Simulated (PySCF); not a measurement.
Species: (SiH3)3P, H₉PSi₃.
Z-matrix (Å and degrees, PBE0-D3(BJ)/def2-SVP geometry), rows numbered from 1:
```
Si
P   1  2.2597
Si  2  2.2587  1   97.42
Si  2  2.2598  1   97.44  3    98.48
H   1  1.4934  2  108.07  3    71.56
H   1  1.4969  2  113.03  3   -49.17
H   1  1.4935  2  108.13  3  -169.96
H   3  1.4935  2  108.10  1   -71.80
H   3  1.4935  2  108.11  1   169.73
H   3  1.4969  2  113.06  1    48.95
H   4  1.4935  2  108.08  1  -170.15
H   4  1.4935  2  108.12  1    71.39
H   4  1.4968  2  113.07  1   -49.38
```

The closed-shell ground state was solved at several levels (PySCF, density fitting, gas phase, non-relativistic).

| level | basis functions | total energy (Eh) | HOMO (eV) | LUMO (eV) | gap (eV) | dipole (D) |
| --- | --- | --- | --- | --- | --- | --- |
| B3LYP/6-31G* | 90 | -1215.2494 | -7.01 | -0.27 | 6.74 | 0.86 |
| B3LYP/cc-pVTZ | 262 | -1215.3867 | -7.15 | -0.37 | 6.78 | 0.44 |

(1) What might B3LYP/def2-TZVP (202 basis functions) give for the same quantities?

(2) How much does the basis alone move the frontier levels among the 3 B3LYP rows (the withheld one included)?

(3) How far do the dipole and the HOMO energy spread over the levels?

Answers

(1) Total energy -1215.3777 Eh, HOMO -7.16 eV, LUMO -0.41 eV, gap 6.75 eV, dipole 0.42 D.

(2) The HOMO by 0.15 eV and the LUMO by 0.14 eV. By rising basis size (HOMO, LUMO in eV): 6-31G* -7.01, -0.27; def2-TZVP -7.16, -0.41; cc-pVTZ -7.15, -0.37.

(3) The dipole runs from 0.42 to 0.86 D (mean 0.58 D) and the HOMO from -7.16 to -7.01 eV.
